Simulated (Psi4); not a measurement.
CH₆MgOSi, singlet, geometry from GFN2-xTB (such geometries of metal compounds can be far from the true shape); HF/6-31G, TDA (Psi4).

Input for Psi4:
```
memory 2 GB

molecule {
0 1
Mg   -0.00728371   -0.00369632   -0.01023785
O    -0.95042790   -0.48232154   -1.33590453
C    -1.72003768   -0.87288181   -2.41765435
H    -2.48842959   -0.11971992   -2.63780652
H    -1.09488729   -0.99909048   -3.31174848
H    -2.22224480   -1.82738623   -2.21063918
Si    1.34554977    0.68283732    1.89128080
H     1.10059386   -0.14271765    3.08610304
H     1.08824922    2.07599752    2.29382979
H     2.79007560    0.59341336    1.61834664
symmetry c1
}

set {
  basis 6-31g
  puream true
  save_jk true
  tdscf_states [5]
  tdscf_tda true
  d_convergence 1e-8
}

energy('td-scf')
print_variables()
```

What the program printed (banner, timings and long lists left out):

```
   => Loading Basis Set <=

    Name: 6-31G
    Role: ORBITAL
    Keyword: BASIS

         ---------------------------------------------------------
                                   SCF
               by Justin Turney, Rob Parrish, Andy Simmonett
                          and Daniel G. A. Smith
                              RHF Reference
         ---------------------------------------------------------

  ==> Geometry <==

    Molecular point group: c1
    Full point group: C1

    Geometry (in Angstrom), charge = 0, multiplicity = 1:

       Center              X                  Y                   Z               Mass
    ------------   -----------------  -----------------  -----------------  -----------------
         MG          -0.016516672848    -0.008381850099    -0.023215537994    23.985041697000
         O           -0.959660862848    -0.487007070099    -1.348882217994    15.994914619570
         C           -1.729270642848    -0.877567340099    -2.430632037994    12.000000000000
         H           -2.497662552848    -0.124405450099    -2.650784207994     1.007825032230
         H           -1.104120252848    -1.003776010099    -3.324726167994     1.007825032230
         H           -2.231477762848    -1.832071760099    -2.223616867994     1.007825032230
         SI           1.336316807152     0.678151789901     1.878303112006    27.976926534650
         H            1.091360897152    -0.147403180099     3.073125352006     1.007825032230
         H            1.079016257152     2.071311989901     2.280852102006     1.007825032230
         H            2.780842637152     0.588727829901     1.605368952006     1.007825032230

  Running in c1 symmetry.

  Rotational constants: A =      1.91821  B =      0.04288  C =      0.04288 [cm^-1]
  Rotational constants: A =  57506.34075  B =   1285.36817  C =   1285.36817 [MHz]
  Nuclear repulsion =  170.791234680261965

  Charge       = 0
  Multiplicity = 1
  Electrons    = 46
  Nalpha       = 23
  Nbeta        = 23

  ==> Algorithm <==

  SCF Algorithm Type is DF.
  DIIS enabled.
  MOM disabled.
  Fractional occupation disabled.
  Guess Type is SAD.
  Energy threshold   = 1.00e-06
  Density threshold  = 1.00e-08
  Integral threshold = 1.00e-12

  ==> Primary Basis <==

  Basis Set: 6-31G
    Blend: 6-31G
    Number of shells: 36
    Number of basis functions: 56
    Number of Cartesian functions: 56
    Spherical Harmonics?: true
    Max angular momentum: 1

   => Loading Basis Set <=

    Name: (6-31G AUX)
    Role: JKFIT
    Keyword: DF_BASIS_SCF

  ==> Integral Setup <==

  SCF_SUBTYPE=INCORE selected. In-core MEM_DF algorithm will be used.
  Using in-core AOs.

  ==> MemDFJK: Density-Fitted J/K Matrices <==

    J tasked:                   Yes
    K tasked:                   Yes
    wK tasked:                   No
    Algorithm:                 Core
    Schwarz Cutoff:           1E-12
    Mask sparsity (%):       7.0153
    Fitting Condition:        1E-10

   => Auxiliary Basis Set <=

  Basis Set: (6-31G AUX)
    Blend: CC-PVDZ-JKFIT + DEF2-UNIVERSAL-JKFIT
    Number of shells: 172
    Number of basis functions: 502
    Number of Cartesian functions: 579
    Spherical Harmonics?: true
    Max angular momentum: 4

  Minimum eigenvalue in the overlap matrix is 1.1111692459E-02.
  Reciprocal condition number of the overlap matrix is 2.3572216833E-03.
    Using symmetric orthogonalization.

  ==> Pre-Iterations <==

  SCF Guess: Superposition of Atomic Densities via on-the-fly atomic UHF (no occupation information).

   -------------------------
    Irrep   Nso     Nmo
   -------------------------
     A         56      56
   -------------------------
    Total      56      56
   -------------------------

  ==> Iterations <==

                           Total Energy        Delta E     RMS |[F,P]|

   @DF-RHF iter SAD:  -603.54801382598475   -6.03548e+02   0.00000e+00
   @DF-RHF iter   1:  -604.53114863735027   -9.83135e-01   9.42702e-03 ADIIS/DIIS
[...]
  @DF-RHF Final Energy:  -604.66742899583983
    Total Energy =                       -604.6674289958398276
[...]
  DavidsonSolver iter  10:   2.29526e-11  2.76699e-06     63
  DavidsonSolver iter  11:   1.57607e-12  5.63975e-07     65      Converged

******************************************************************************************
**********                               WARNING                                **********
**********  Length-gauge rotatory strengths are **NOT** gauge-origin invariant  **********
******************************************************************************************

                                    Excitation Energy         Total Energy        Oscillator Strength             Rotatory Strength
     #   Sym: GS->ES (Trans)        au              eV              au          au (length)    au (velocity)    au (length)    au (velocity)
    ---- -------------------- --------------- --------------- --------------- --------------- --------------- --------------- ---------------
     1        A->A (1 A)       0.24166         6.57586        -604.42577       0.4505          0.4232          0.0000          0.0000
     2        A->A (1 A)       0.24604         6.69517        -604.42139       0.1717          0.0436          0.0001          0.0000
     3        A->A (1 A)       0.24604         6.69517        -604.42139       0.1717          0.0436          0.0001          0.0000
     4        A->A (1 A)       0.26398         7.18324        -604.40345       0.0879          0.0641          0.0003          0.0002
     5        A->A (1 A)       0.26398         7.18324        -604.40345       0.0879          0.0641          0.0003          0.0002

Contributing excitations
Only contributions with abs(coeff) > 1.00e-01 will be printed:

Excited State    1 (1 A):   0.24166 au   188.54 nm f = 0.4505
  Sums of squares: Xssq =  1.000000e+00
     23a  ->  24a    -0.974738 (95.011%)
     23a  ->  27a     0.153973 ( 2.371%)

Excited State    2 (1 A):   0.24604 au   185.18 nm f = 0.1717
  Sums of squares: Xssq =  1.000000e+00
     22a  ->  24a    -0.255490 ( 6.527%)
     22a  ->  27a    -0.101492 ( 1.030%)
     23a  ->  25a     0.919849 (84.612%)
     23a  ->  28a     0.195246 ( 3.812%)
     23a  ->  29a     0.111844 ( 1.251%)

Excited State    3 (1 A):   0.24604 au   185.18 nm f = 0.1717
  Sums of squares: Xssq =  1.000000e+00
     21a  ->  24a     0.255490 ( 6.527%)
     21a  ->  27a     0.101492 ( 1.030%)
     23a  ->  26a    -0.919849 (84.612%)
     23a  ->  28a     0.111844 ( 1.251%)
     23a  ->  29a    -0.195246 ( 3.812%)

Excited State    4 (1 A):   0.26398 au   172.60 nm f = 0.0879
  Sums of squares: Xssq =  1.000000e+00
     17a  ->  24a    -0.109402 ( 1.197%)
     22a  ->  24a    -0.856730 (73.399%)
     22a  ->  27a    -0.358655 (12.863%)
     22a  ->  31a    -0.107743 ( 1.161%)
     23a  ->  25a    -0.279899 ( 7.834%)

Excited State    5 (1 A):   0.26398 au   172.60 nm f = 0.0879
  Sums of squares: Xssq =  1.000000e+00
     16a  ->  24a     0.109402 ( 1.197%)
     21a  ->  24a     0.856730 (73.399%)
     21a  ->  27a     0.358655 (12.863%)
     21a  ->  31a     0.107743 ( 1.161%)
     23a  ->  26a     0.279899 ( 7.834%)

******************************************************************************************
**********                               WARNING                                **********
**********       The names of excited state variables changed between 1.5       **********
**********     and 1.6. For a quick solution, remove the symmetry specifier     **********
**********   from the variable name. For full details, see 'Notes on Psivars'   **********
**********                        in the documentation.                         **********
******************************************************************************************

  Variable Map:
  ----------------------------------------------------------------------------
[...]
  Array Variable Map:
  ----------------------------------------------------------------------------
[...]
[...]
```
